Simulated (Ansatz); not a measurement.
A structure relaxed at PBE-D4/def2-TZVP in Ansatz, charge 1, doublet:

```csv
atom,x (Å),y (Å),z (Å)
B1,0.2237,0.8572,-0.1653
B2,0.0446,0.4826,1.3503
P3,0.0782,-1.1683,0.3532
P4,-0.3465,-0.1715,-1.5382
```

Task: Give its formula.

Result: the cluster B2P2⁺.

Task: Summarise the bond lengths by kind (pairs closer than 1.2 times the sum of covalent radii, bridged metal pairs left out).

Result: 3 × B–P 1.81 to 2.10 Å; 1 × B–B 1.57 Å; 1 × P–P 2.18 Å.

The relaxation made no stability test and no search for a lower SCF solution. Another isomer (doublet) lies 0.53 eV lower at PBE0-D4/def2-TZVP; other spin states weren't run for this one.
